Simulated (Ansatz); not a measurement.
Ansatz (a quantum-chemistry and plane-wave program) input (CCSD(T)/aug-cc-pVDZ):

Ansatz 0.2 input:
```yaml
crystal:
  periodic: [false, false, false]
  atoms:
    - {symbol: C, position_ang: [-0.00754564, -0.00103938, 0.55491388]}
    - {symbol: F, position_ang: [1.05795691, -0.70184003, -0.11026606]}
    - {symbol: F, position_ang: [0.08146965, 1.26609935, -0.11985815]}
    - {symbol: F, position_ang: [-1.13439613, -0.56356641, -0.13981838]}
basis:
  gaussian:
    orbitals: aug-cc-pVDZ
total_charge: -1
magnetization: {spin_polarized: false}
correlation: {method: ccsd_t, electrons: outside_noble_gas}
```

Output:

```
Functional definition: HF
integrals: 0.10 GiB planned
867 factors; integrals over basis functions are off by at most 3.5e-4 eV
mean field: 0.25 GiB planned
mean field evaluation 1: about -9146.2244 eV, gradient 2.7e1 eV
mean field evaluation 2: about -9146.2546 eV, gradient 2.7e1 eV
mean field evaluation 4: about -9148.0574 eV, gradient 2.9e0 eV
mean field evaluation 8: about -9148.1085 eV, gradient 5.6e-2 eV
mean field evaluation 16: about -9147.7457 eV, gradient 1.2e1 eV
mean field -9148.10850855 eV, -336.1867868786 hartree, gradient 1.9e-6 eV, S^2 0.000000; 0 other end points of the search recorded, 0 dependent functions left out
4 core orbitals not correlated
reference -9148.10850855 eV, -336.1867868786 hartree; 13, 13 occupied and 75, 75 virtual orbitals, 867 factors
second order -20.79564822 eV of doubles, -0.00000000 eV of singles
coupled cluster: 0.30 GiB planned
cycle   1  -20.39713885 eV  change    4.0e-1 eV  update   1.2e-1
cycle   2  -20.92629495 eV  change   -5.3e-1 eV  update   3.6e-2
cycle   3  -21.05737310 eV  change   -1.3e-1 eV  update   2.0e-2
cycle   4  -21.04498768 eV  change    1.2e-2 eV  update   4.8e-3
cycle   5  -21.03913742 eV  change    5.9e-3 eV  update   2.7e-3
cycle   6  -21.04108244 eV  change   -1.9e-3 eV  update   8.6e-4
cycle   7  -21.04135868 eV  change   -2.8e-4 eV  update   3.4e-4
cycle   8  -21.04109469 eV  change    2.6e-4 eV  update   1.2e-4
cycle   9  -21.04110160 eV  change   -6.9e-6 eV  update   4.7e-5
cycle  10  -21.04114878 eV  change   -4.7e-5 eV  update   1.7e-5
cycle  11  -21.04112977 eV  change    1.9e-5 eV  update   6.4e-6
perturbative correction -0.63067030 eV, -0.0231767059 hartree
Total energy: -9169.78030861 eV, -336.9832108413 hartree
```
